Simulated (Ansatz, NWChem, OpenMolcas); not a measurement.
# Worked example: CF4 + GaH(CH3) → CF3 + GaH(CH3)F

Species: CF4 (tetrafluoromethane) `FC(F)(F)F`, singlet; GaH(CH3), doublet; CF3 (trifluoromethyl radical) `F[C](F)F`, doublet; GaH(CH3)F, singlet. A radical takes F: the energy is the difference in strength between the C–F bond broken and the Ga–F bond made.

Shapes, held fixed at every level: PBE0-D4/def2-TZVP. Programs: Ansatz 0.2.0, NWChem 7.3.0, OpenMolcas 26.06. A level may come from different programs for different species; with the same settings they agree closely. Electronic energies: no zero-point or thermal term.

At MP2/def2-TZVPP; 1 Eh = 2625.50 kJ/mol:

```
  species   energy (Eh)
      CF4   -436.982575
 GaH(CH3)  -1963.812402
      CF3   -337.155120
GaH(CH3)F  -2063.650749
```

Problem. Work out ΔE of the reaction at this level.

Solution. 
1. Products less reactants: (-337.155120) + (-2063.650749) − [(-436.982575) + (-1963.812402)] = -0.010892 Eh = -28.6 kJ/mol.

Other levels give -33.7 (B2PLYP/def2-TZVPP) to +2.5 kJ/mol (PBE0/def2-SVP). No measured value is set beside it here. Open shells run unrestricted unless RO is named. Relativity is left out for Ga unless named. Correlated rows may include outer-core shells of Ga, which these sets cover unevenly.
